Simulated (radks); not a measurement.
Problem. Valence configurations of Sn3+ (all share [Kr]). All-electron calculation, scalar-relativistic Kohn-Sham, SCAN, spin-unpolarised, spherical densities, finite nucleus; meta-GGA in the generalised Kohn-Sham scheme; Fermi nuclear charge, rms radius 4.6519 fm. Program: a radial shooting solver on a logarithmic mesh with Libxc functionals. Order these by energy: 4d10 5s0.5 5p0.5; 4d10 5p1; 4d8 5s2 5p1; 4d10 5s1; 4d9 5s1 5p1; 4d9 5p2; 4d9.5 5s0.5 5p1; 4d9.5 5s1 5p0.5; 4d8 5s1 5p2.

Solution. From the lowest, in eV above it: 4d10 5s1 0.000; 4d10 5s0.5 5p0.5 4.697; 4d10 5p1 9.355; 4d9.5 5s1 5p0.5 15.204; 4d9.5 5s0.5 5p1 20.041; 4d9 5s1 5p1 31.373; 4d9 5p2 41.337; 4d8 5s2 5p1 56.137; 4d8 5s1 5p2 66.756. NIST lists [Kr] 4d10 5s1 as the ground configuration; this level of theory agrees among the configurations tried. The energies are those of spherical spin-averaged densities, not of single terms. No valid solution was reached for [Kr] 4d9 5s2.
